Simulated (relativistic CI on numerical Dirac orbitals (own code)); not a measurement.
Computed by Dirac-Coulomb-Breit CI, KLI orbitals optimised for each configuration, QED by a radiative potential, unscaled Slater integrals (own radial code, finite nucleus).

The strongest absorption lines from the ground level of an ion, among the configurations computed and to levels below about 20900 eV (vacuum wavelength in Å, gf): 0.5922 (0.012), 0.5995 (0.021), 0.6134 (0.043), 0.6139 (0.013), 0.6458 (0.12), 0.6470 (0.036), 0.7598 (0.58), 0.7659 (0.19).

Which ion is it?
A. Tc41+
B. Pd44+
C. Se32+
D. Zr38+

D. Zr38+ has 2 electrons and the ground level 1s2 1S_0; the strongest line goes to 1s 2p 1P°_1. The pattern of lines fixes the number of electrons, and along that sequence the line energies rise steadily with the charge (about as its square where n changes within one kind of shell, about linearly where n is kept but much faster in heavy ions where fine structure, which grows about as Z⁴, sets the gap, and irregularly where shells cross), which fixes Z. Configurations outside the model, such as inner-shell arrays, can give stronger lines. At this charge energies of transitions that change n are usually good to better than 1 %, and those within a shell (Δn = 0) to a few per cent.

LS names give the leading component of a level, which can be under half, so a name can repeat, a term be missing and a line seem to break the LS rules.
